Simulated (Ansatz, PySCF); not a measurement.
CH7FN2Si, SMILES C[Si](N)(N)F. Atoms are numbered in the order given.

```xyz
12

C      1.6534     0.0101     0.8217
Si    -0.0148     0.0032    -0.0075
N     -1.2174     0.1766     1.1960
N     -0.3434     1.1728    -1.2181
F     -0.0714    -1.4103    -0.8320
H      1.7372    -0.8037     1.5597
H      1.8390     0.9626     1.3412
H      2.4523    -0.1355     0.0786
H     -2.1942     0.2393     0.9335
H     -1.1011    -0.2235     2.1188
H     -0.0108     1.0439    -2.1654
H     -0.4661     2.1499    -0.9857
```
Charge 0, spin multiplicity 1.

The structure is a stationary point at PBE0-D3(BJ)/def2-SVP. The structure was generated by enumeration, and PubChem lists no compound with its InChIKey, so it may never have been made. Other conformers were not sampled.

Two levels are set side by side: PBE-D3(BJ)/def2-SVP (Ansatz, an electronic-structure program) and PBE0-D3(BJ)/def2-SVP (Ansatz). Each level has its own optimised geometry; the coordinates shown are those of the second. Frequencies come from the Hessian of PySCF at each geometry. Differences are taken from unrounded values.

```tsv
quantity	PBE0-D3(BJ)	PBE-D3(BJ)	PBE-D3(BJ) minus PBE0-D3(BJ)
mean bond length (Å)	1.298	1.309	0.011
bond C1–Si2 (Å)	1.863	1.876	0.013
bond Si2–N3 (Å)	1.710	1.724	0.014
bond Si2–N4 (Å)	1.715	1.731	0.016
bond Si2–F5 (Å)	1.637	1.653	0.016
bond C1–H6 (Å)	1.102	1.110	0.008
bond C1–H7 (Å)	1.101	1.109	0.008
bond C1–H8 (Å)	1.101	1.109	0.008
bond N3–H9 (Å)	1.013	1.023	0.009
bond N3–H10 (Å)	1.013	1.022	0.009
bond N4–H11 (Å)	1.012	1.022	0.009
bond N4–H12 (Å)	1.012	1.021	0.010
highest harmonic wavenumber (cm⁻¹)	3738	3606	-132
mean harmonic wavenumber (cm⁻¹)	1354	1313	-41
zero-point energy (kcal/mol)	58.08	56.31	-1.77
```

Exact exchange shortens and stiffens bonds; PBE has none. Differences between two approximate levels are no errors against the true value.
